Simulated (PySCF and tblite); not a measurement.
Values are calculated unless marked as measured or tabulated.
System: C₄H₈BBrS, numbered as in [CH2:1]=[C:2]([CH3:3])[B:4]([Br:5])[S:6][CH3:7].

Geometries: GFN2-xTB; energies: PBE0/pcSseg-1 + D3(BJ); zero-point and thermal terms from GFN2-xTB harmonic modes (soft modes blended into free rotors). Rate constants are transition-state-theory values, counting equivalent paths, without tunnelling. Run with tblite and PySCF.

Spin–orbit effects of heavy atoms on shieldings are missing.

(1) How high is the barrier to the rotation about the B4–C2 bond (torsion Br5–B4–C2–C1 from 0° to 180°, rising), through which structure does it pass, and what rate follows at 298 K?

Results:

(1) The electronic barrier is 4.1 kcal/mol and ΔG‡(298 K) 4.2 kcal/mol, over a C1 saddle with an imaginary mode of 48i cm⁻¹ (GFN2-xTB). With 2 equivalent paths, k is 9.6×10⁹ s⁻¹, a mean lifetime of the start of 100 ps against this motion. The end lies 1.4 kcal/mol above the start in free energy.
